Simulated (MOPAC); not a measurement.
MOPAC input (PM6):

```
PM6 FORCE THERMO(298,298) PRECISE LET CHARGE=-1 GEO-OK AUX(PRECISION=9) THREADS=1
C5H11O

C    -2.68668069 1   -0.64749339 1   -0.35827575 1
C    -1.46779283 1    0.03973345 1    0.26929923 1
C    -0.20056854 1   -0.10988467 1   -0.56883771 1
C     1.03439470 1    0.49146065 1    0.24531813 1
C     2.29507544 1    0.37076220 1   -0.70936208 1
O     1.21809100 1   -0.10599910 1    1.39371047 1
H    -2.49875238 1   -1.71874940 1   -0.48104157 1
H    -3.57322255 1   -0.52860627 1    0.26775273 1
H    -2.90310763 1   -0.23413089 1   -1.34662882 1
H    -1.25164761 1   -0.38814854 1    1.27410114 1
H    -1.68394429 1    1.10944080 1    0.43883731 1
H    -0.29823799 1    0.38095927 1   -1.54165778 1
H     0.01638007 1   -1.17174000 1   -0.74750927 1
H     0.83119796 1    1.59103202 1    0.35861380 1
H     3.14701176 1    0.79807353 1   -0.18624084 1
H     2.14693913 1    0.87327781 1   -1.65552598 1
H     2.50427010 1   -0.68322797 1   -0.87356390 1
```

From the output:

```
     H   17   0.018493   0.048650   0.458459   0.459248   4.301370

          HEAT OF FORMATION =     -69.346873 KCALS/MOLE

          ZERO POINT ENERGY      87.333 KCAL/MOL

           NORMAL COORDINATE ANALYSIS (Total motion = 1 Angstrom)

   Root No.       1         2         3         4         5         6         7         8

                 1 A       2 A       3 A       4 A       5 A       6 A       7 A       8 A

                  61.9      77.5     127.9     155.3     176.0     326.7     373.4     485.6

           1    0.0085    0.0057    0.0023   -0.0010   -0.0148    0.0583   -0.0086   -0.0323
           2    0.0000   -0.0027   -0.0025    0.0062    0.0477    0.0394   -0.0215   -0.0155
           3   -0.0305   -0.0455   -0.0006    0.0090   -0.0024   -0.0004    0.0001   -0.0002
           4    0.0082    0.0056    0.0022   -0.0008   -0.0127    0.0516   -0.0093   -0.0230
           5    0.0020   -0.0013   -0.0010   -0.0036   -0.0285   -0.0040    0.0524   -0.0032
           6   -0.0171    0.0568    0.0093   -0.0340    0.0145   -0.0078    0.0056   -0.0052
           7    0.0080    0.0045    0.0016    0.0035    0.0210    0.0049    0.0141    0.0411
           8    0.0020   -0.0006   -0.0006   -0.0057   -0.0443    0.0104    0.0355   -0.0220
           9    0.0598    0.0229    0.0094    0.0133    0.0140   -0.0204    0.0128   -0.0143
          10    0.0037    0.0011    0.0003    0.0027    0.0201   -0.0113    0.0167    0.0500
          11    0.0061   -0.0021   -0.0021   -0.0004   -0.0127   -0.0102   -0.0232    0.0190
          12    0.0137   -0.0073   -0.0050    0.0050   -0.0063   -0.0008   -0.0234   -0.0007
          13   -0.0008    0.0081    0.0061   -0.0059   -0.0464   -0.0448   -0.0385    0.0231
          14    0.0103   -0.0056   -0.0052    0.0037    0.0160   -0.0013   -0.0062    0.0551
          15   -0.0395    0.0024    0.0047   -0.0011   -0.0074    0.0270    0.0135    0.0192
          16   -0.0264   -0.0241   -0.0124    0.0022    0.0382   -0.0499    0.0263   -0.0466
          17   -0.0196    0.0121    0.0112   -0.0016    0.0095   -0.0375   -0.0302   -0.0314
          18    0.0179   -0.0234   -0.0165    0.0058   -0.0113    0.0000   -0.0156   -0.0001
          19    0.0157    0.0663    0.0079   -0.0231    0.0229    0.0744   -0.0375   -0.0467
          20    0.0494   -0.0813   -0.0239   -0.1649    0.0885    0.0590   -0.0497   -0.0261
          21   -0.0046   -0.1180   -0.0156   -0.0812    0.0049    0.0029   -0.0031    0.0014
          22    0.0104    0.0066    0.0032   -0.0094   -0.0697    0.0171    0.0576   -0.0107
          23   -0.0003   -0.0034   -0.0029    0.0082    0.0697    0.0564   -0.0488   -0.0247
          24   -0.0924    0.0171    0.0212    0.2248   -0.0299   -0.0012   -0.0002    0.0026
          25   -0.0004   -0.0546   -0.0041    0.0292    0.0028    0.0833   -0.0454   -0.0387
          26   -0.0510    0.0756    0.0184    0.1839    0.0500    0.0549   -0.0475   -0.0254
          27   -0.0046   -0.1184   -0.0156   -0.0811    0.0043    0.0028   -0.0021    0.0015
          28    0.0182    0.0615    0.0076   -0.0259   -0.0266    0.0533    0.0015   -0.0380
          29    0.0510   -0.0438   -0.0029    0.0309   -0.0467   -0.0057    0.0586   -0.0165
          30   -0.0429    0.1045    0.0125   -0.0644    0.0213   -0.0064    0.0031   -0.0034
          31    0.0031   -0.0506   -0.0029    0.0202   -0.0455    0.0588   -0.0007   -0.0349
          32   -0.0439    0.0427    0.0018   -0.0408   -0.0372    0.0050    0.0512   -0.0073
          33   -0.0454    0.1094    0.0132   -0.0673    0.0218   -0.0062    0.0038   -0.0028
          34    0.0337    0.0189    0.0080    0.0109    0.0341   -0.0267    0.0689    0.0080
          35   -0.0563    0.0150   -0.0054   -0.0390   -0.0488    0.0275    0.0208    0.0110
          36    0.1019    0.0173    0.0140    0.0359    0.0222   -0.0400    0.0378   -0.0454
          37   -0.0156   -0.0090   -0.0035   -0.0029    0.0106    0.0135    0.0053    0.0822
          38    0.0574   -0.0155    0.0040    0.0265   -0.0340   -0.0167    0.0731   -0.0499
          39    0.1076    0.0185    0.0149    0.0380    0.0237   -0.0444    0.0448   -0.0556
          40    0.0326    0.0180    0.0053    0.0090    0.0463   -0.0017    0.0133    0.1001
          41    0.0290   -0.0164   -0.0144    0.0040   -0.0018   -0.0098   -0.0300    0.0541
          42    0.0150   -0.0226   -0.0145    0.0050   -0.0121   -0.0036   -0.0256   -0.0048
          43   -0.0013    0.0045    0.0251   -0.0065   -0.0440   -0.0430   -0.0357    0.0242
          44    0.0128   -0.0076   -0.0163    0.0107    0.0685    0.0427    0.0578    0.1052
          45   -0.0470   -0.0435    0.2660   -0.0123    0.0013    0.0461    0.0339    0.0467
          46    0.0044    0.0479   -0.2082    0.0001   -0.0778   -0.0788   -0.0821   -0.0183
          47    0.0402   -0.0261    0.0844    0.0019    0.0080   -0.0377   -0.0498    0.0049
          48   -0.0541    0.0256   -0.1089    0.0017   -0.0127    0.0382    0.0259    0.0353
          49   -0.0105   -0.0250    0.2077   -0.0182   -0.0673   -0.0558   -0.0578    0.0105
          50   -0.0204    0.0158   -0.0863    0.0012   -0.0075    0.0116    0.0032    0.0739
          51   -0.0555    0.0310   -0.1379    0.0027   -0.0138    0.0404    0.0279    0.0406

   Root No.       9        10        11        12        13        14        15        16

                 9 A      10 A      11 A      12 A      13 A      14 A      15 A      16 A

                 510.7     773.0     845.4     882.6     931.8     961.3     997.6    1025.4

           1   -0.0022   -0.0000   -0.0035   -0.0007    0.0060    0.0198   -0.0126   -0.0093
           2   -0.0055    0.0003   -0.0088    0.0007   -0.0018    0.0432   -0.0028    0.0080
           3   -0.0010    0.0026   -0.0012   -0.0153   -0.0106   -0.0029   -0.0167    0.0132
           4   -0.0025   -0.0004    0.0016    0.0010   -0.0035   -0.0010    0.0056    0.0090
           5    0.0222   -0.0010   -0.0165    0.0013   -0.0007    0.0123   -0.0063   -0.0022
           6   -0.0069    0.0296   -0.0021   -0.0124    0.0013    0.0021    0.0167   -0.0144
           7    0.0272   -0.0096   -0.0598   -0.0071   -0.0074   -0.0192    0.0268   -0.0160
           8    0.0034    0.0023    0.0238    0.0007    0.0039   -0.0332    0.0038    0.0016
           9   -0.0053    0.0230    0.0076    0.0364    0.0144    0.0019   -0.0122    0.0123
          10    0.0272   -0.0012    0.0436    0.0027   -0.0252   -0.0055   -0.0009    0.0362
          11   -0.0373    0.0036   -0.0078    0.0083   -0.0382   -0.0011    0.0414    0.0529
          12    0.0587   -0.0082    0.0011   -0.0046   -0.0011   -0.0036   -0.0111   -0.0075
          13   -0.0195   -0.0004    0.0352   -0.0075    0.0075    0.0186   -0.0019   -0.0244
          14   -0.0280    0.0003   -0.0009   -0.0084    0.0555    0.0020   -0.0313   -0.0288
          15   -0.0153   -0.0037    0.0015   -0.0130    0.0378    0.0012    0.0151    0.0273
          16   -0.0224    0.0092    0.0026    0.0071    0.0110    0.0006   -0.0047    0.0043
          17    0.0409   -0.0054   -0.0033   -0.0016   -0.0206    0.0001   -0.0005   -0.0177
          18   -0.0018   -0.0057   -0.0065   -0.0033   -0.0228    0.0006    0.0071   -0.0138
          19   -0.0224    0.0785    0.0242   -0.1104   -0.0490   -0.1070   -0.0855    0.0316
          20   -0.0201   -0.0012    0.0291    0.0026    0.0053   -0.0629    0.0003   -0.0101
          21    0.0002   -0.0380    0.0074    0.0430    0.0215   -0.0005    0.0255   -0.0176
          22    0.0294   -0.0059   -0.0831    0.0006   -0.0081    0.2507   -0.0243    0.0280
          23   -0.0189    0.0032    0.0278   -0.0001    0.0036   -0.0640    0.0027   -0.0076
          24    0.0036   -0.0372    0.0055    0.0485    0.0244    0.0066    0.0280   -0.0196
          25   -0.0128   -0.0734    0.0489    0.1081    0.0710   -0.0791    0.0698   -0.0817
          26   -0.0173    0.0076    0.0282   -0.0024    0.0031   -0.0635   -0.0019   -0.0082
          27    0.0007   -0.0395    0.0042    0.0443    0.0224    0.0088    0.0261   -0.0183
          28   -0.0089   -0.0655    0.0335    0.0856    0.0406   -0.0257    0.0377   -0.0060
          29    0.0266    0.1355   -0.0013    0.0034    0.0283   -0.0092    0.0633   -0.0463
          30   -0.0145   -0.0941    0.0076    0.0273    0.0010   -0.0018   -0.0159    0.0128
          31    0.0003    0.0738    0.0091   -0.0785   -0.0331   -0.0389   -0.0353    0.0188
          32    0.0124   -0.1355    0.0062    0.0057   -0.0223   -0.0286   -0.0773    0.0453
          33   -0.0133   -0.1067    0.0075    0.0309    0.0005   -0.0031   -0.0214    0.0157
          34   -0.0385   -0.0522   -0.0740   -0.0872    0.0038   -0.0342    0.1168   -0.1307
          35    0.0684    0.1067    0.0084    0.0692    0.0618   -0.0316    0.0424   -0.0411
          36   -0.0672   -0.0625    0.0029   -0.0384   -0.0215   -0.0011   -0.0073    0.0020
          37    0.1221    0.0189   -0.0515    0.0579   -0.0016   -0.0542   -0.1050    0.0238
          38   -0.0401   -0.0990    0.0115   -0.0663   -0.0309   -0.0534   -0.0593    0.0025
          39   -0.0830   -0.0681    0.0076   -0.0484   -0.0170   -0.0002    0.0021   -0.0042
          40    0.0435    0.0060   -0.0268    0.0303   -0.0104   -0.0282   -0.0415    0.0621
          41   -0.0640    0.0054   -0.0386    0.0166   -0.0572   -0.0038    0.0126    0.0227
          42    0.0231   -0.0105   -0.0010   -0.0096   -0.0317    0.0035    0.0023   -0.0331
          43   -0.0221    0.0013    0.0334   -0.0026   -0.0055    0.0161   -0.0006   -0.0182
          44    0.0259   -0.0083    0.2162   -0.0361   -0.0344    0.0858    0.0391   -0.0886
          45   -0.0674    0.0123   -0.0056    0.0220   -0.0478   -0.0013   -0.0177   -0.0328
          46   -0.0106   -0.0056   -0.0659   -0.0157    0.1073   -0.0242   -0.0037    0.0677
          47    0.0446   -0.0227   -0.0311   -0.0632    0.2289   -0.0126    0.0280    0.1168
          48   -0.0543    0.0090   -0.0088    0.0193   -0.0455   -0.0029   -0.0160   -0.0271
          49   -0.0837    0.0164   -0.0920    0.0378   -0.0204   -0.0348   -0.0569   -0.0106
          50   -0.1275    0.0292   -0.0826    0.0647   -0.0821   -0.0339   -0.0997   -0.0799
          51   -0.0593    0.0100   -0.0057    0.0199   -0.0422   -0.0021   -0.0203   -0.0272

   Root No.      17        18        19        20        21        22        23        24

                17 A      18 A      19 A      20 A      21 A      22 A      23 A      24 A

                1078.1    1125.7    1154.2    1170.9    1193.3    1221.5    1244.3    1271.2

           1    0.0126   -0.0743    0.0023    0.0026    0.0375    0.0089   -0.0075   -0.0058
           2    0.0032    0.0246   -0.0010    0.0028    0.0091    0.0043    0.0072   -0.0031
           3   -0.0144    0.0008    0.0358    0.0106    0.0015    0.0017   -0.0004   -0.0024
           4   -0.0096    0.0821   -0.0030   -0.0084   -0.0461   -0.0158    0.0051    0.0179
           5    0.0088   -0.0438    0.0050   -0.0093   -0.0542   -0.0152   -0.0200    0.0147
           6    0.0222   -0.0011   -0.0422    0.0188   -0.0068    0.0014    0.0004    0.0006
           7   -0.0465    0.0076   -0.0074    0.0076    0.0134    0.0121   -0.0343    0.0007
           8   -0.0098    0.0427   -0.0083    0.0070    0.0625    0.0205    0.0073   -0.0048
           9   -0.0283   -0.0045    0.0083   -0.0283    0.0062   -0.0124    0.0032    0.0015
          10    0.0586    0.0097    0.0071   -0.0012    0.0199   -0.0259   -0.0076    0.0099
          11   -0.0153   -0.0272   -0.0050    0.0052    0.0064   -0.0158   -0.0018   -0.0059
          12    0.0143    0.0144    0.0005    0.0070    0.0048    0.0059   -0.0177   -0.0083
          13   -0.0222   -0.0064   -0.0013   -0.0012   -0.0111    0.0095    0.0020    0.0029
          14    0.0054    0.0162    0.0017    0.0007   -0.0019    0.0018   -0.0039    0.0102
          15   -0.0044   -0.0101   -0.0016   -0.0014   -0.0041    0.0055    0.0062   -0.0141
          16   -0.0084   -0.0006   -0.0022    0.0015   -0.0013    0.0062   -0.0007   -0.0023
          17    0.0046    0.0020    0.0030   -0.0036   -0.0015    0.0024    0.0046    0.0023
          18    0.0021   -0.0022    0.0037   -0.0069   -0.0005   -0.0017    0.0050   -0.0027
          19   -0.0458   -0.1202    0.1166    0.0198    0.0160   -0.0031   -0.0237    0.0538
          20    0.0059   -0.0369   -0.0023   -0.0031   -0.0341   -0.0196    0.0119   -0.0008
```

The dipole moment of an ion depends on the origin.
